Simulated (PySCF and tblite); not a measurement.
Values are calculated unless marked as measured or tabulated.
C8H10S2, numbered as in [CH3:1][S:2][c:3]1[cH:4][cH:5][cH:6][cH:7][c:8]1[S:9][CH3:10].

Conformers came from 90 starts (ETKDG and KDG, MMFF94s, GFN2-xTB); geometries are GFN2-xTB. Weights use PBE0-D3(BJ)/pcSseg-1 energies plus GFN2-xTB zero-point and thermal terms (modes under about 100 cm⁻¹ blended into free rotors). Symmetry numbers and mirror images are counted. Conformers within 2.5 kcal/mol (GFN2-xTB free energy) were kept, 4 at most. GIAO shieldings: PBE0/pcSseg-1. Shifts are against TMS (¹H), TMS (¹³C) at the same level. Codes: tblite and PySCF.

Predict the averaged NMR shifts at 298.15 K.

¹H: 7.61 (H4/H7, 2H), 7.44 (H5/H6, 2H), 2.42 (H1/H10, 6H) ppm. ¹³C: 147.8 (C3/C8), 136.2 (C4/C7), 132.5 (C5/C6), 22.2 (C1/C10) ppm.

How do the conformers differ?

Torsions listed: C1–S2–C3–C4, C3–C8–S9–C10. Of a mirror pair one member is shown.
| conformer | shape | weight % |
| --- | --- | --- |
| 1 | 101°, -176° | 74.5 |
| 2 | 114°, -66° | 25.5 |

```csv
signal,1,2,average
H1/H10,2.30,2.75,2.42
H4/H7,7.47,8.04,7.61
H5/H6,7.42,7.52,7.44
C1/C10,21.1,25.2,22.2
C3/C8,147.2,149.7,147.8
C4/C7,134.0,142.7,136.2
C5/C6,131.9,134.4,132.5
```

Which signal moves most, for its nucleus, between 250 and 350 K through the change of populations alone?

C4/C7: 136.0 ppm at 250 K, 136.2 ppm at 298.15 K, 136.4 ppm at 350 K.

The minima are those of GFN2-xTB; planar forms about aryl–S or allylic bonds may be saddles in DFT. Shifts are unscaled: against experiment ¹³C can be off by 15 ppm or more and ¹H by 0.8 ppm.
